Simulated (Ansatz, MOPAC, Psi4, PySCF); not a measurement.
Species: C4H10O (charge 0, singlet). SMILES: CC(C)CO
Geometry: optimised at B3LYP-D3(BJ)/def2-TZVP (Ansatz, a program for electronic structure).

Quantity: vertical ionisation energy to the doublet, in eV. Set-up: PM7 with its own dispersion and hydrogen-bond terms; open shells spin-unrestricted; 6-311+G** with 5d; no dispersion term unless named; frozen cores in correlated levels; spin-orbit terms left out; non-relativistic; 6-31G* and kin with 6d, 5d where marked; each state is the SCF solution reached for its charge and spin. Basis-set limits of correlation are two-point, X^-3; Hartree-Fock from the larger set. The bracket is a focal-point correction in the basis named. Ab initio and DFT rows: single points at B3LYP-D3(BJ) geometries (Ansatz). Semi-empirical rows: differences of heats of formation at the shared geometry for vertical values.

Coupled cluster (Ansatz) is a level with limits of its own, used here on species with T1 under 0.025 (0.045 for open shells) and stable references: RI-MP2/CBS(aug-cc-pVTZ,aug-cc-pVQZ)+[CCSD(T)-MP2]/aug-cc-pVTZ.

Value to compare with, RI-MP2/CBS(aug-cc-pVTZ,aug-cc-pVQZ)+[CCSD(T)-MP2]/aug-cc-pVTZ (Ansatz): 10.76 eV.

```json
[
 {"level": "AM1", "program": "MOPAC", "vertical ionisation energy to the doublet (eV)": "10.37", "difference": "-0.39"},
 {"level": "PM3", "program": "MOPAC", "vertical ionisation energy to the doublet (eV)": "10.53", "difference": "-0.23"},
 {"level": "PM7", "program": "MOPAC", "vertical ionisation energy to the doublet (eV)": "10.08", "difference": "-0.68"},
 {"level": "MNDO", "program": "MOPAC", "vertical ionisation energy to the doublet (eV)": "10.73", "difference": "-0.03"},
 {"level": "HF/6-311+G**", "program": "Ansatz", "vertical ionisation energy to the doublet (eV)": "9.38", "difference": "-1.38"},
 {"level": "PBE/6-31G*", "program": "Ansatz", "vertical ionisation energy to the doublet (eV)": "9.53", "difference": "-1.23"},
 {"level": "PBE/6-311+G**", "program": "Ansatz", "vertical ionisation energy to the doublet (eV)": "9.82", "difference": "-0.94"},
 {"level": "B3LYP/STO-3G", "program": "Ansatz", "vertical ionisation energy to the doublet (eV)": "7.88", "difference": "-2.88"},
 {"level": "B3LYP/6-31G*", "program": "Ansatz", "vertical ionisation energy to the doublet (eV)": "10.02", "difference": "-0.74"},
 {"level": "M06-2X/6-31G* (5d)", "program": "PySCF", "vertical ionisation energy to the doublet (eV)": "10.41", "difference": "-0.35"},
 {"level": "wB97X-D/6-31G*", "program": "Psi4", "vertical ionisation energy to the doublet (eV)": "10.20", "difference": "-0.56"},
 {"level": "MP2/6-31G*", "program": "Ansatz", "vertical ionisation energy to the doublet (eV)": "10.50", "difference": "-0.26"},
 {"level": "MP2/6-311+G**", "program": "Ansatz", "vertical ionisation energy to the doublet (eV)": "10.87", "difference": "0.11"},
 {"level": "B3LYP/def2-TZVPD", "program": "Ansatz", "vertical ionisation energy to the doublet (eV)": "10.26", "difference": "-0.50"},
 {"level": "wB97X-V/def2-TZVPD", "program": "Ansatz", "vertical ionisation energy to the doublet (eV)": "10.47", "difference": "-0.29"}
]
```

Among the 13 habitual levels, B3LYP/STO-3G lies farthest from RI-MP2/CBS(aug-cc-pVTZ,aug-cc-pVQZ)+[CCSD(T)-MP2]/aug-cc-pVTZ (Ansatz) (-2.88 eV) and MNDO nearest (-0.03); 1 of 13 lie above it, and their mean absolute difference is 0.75 eV, the median 0.56. One case shows no general order.

The levels are drawn from those run, B3LYP/6-31G* more often than the rest, none by its result; left out are runs that failed, that the program found above a lower state of the same kind, or whose <S^2> lies over 0.5 above the pure value.
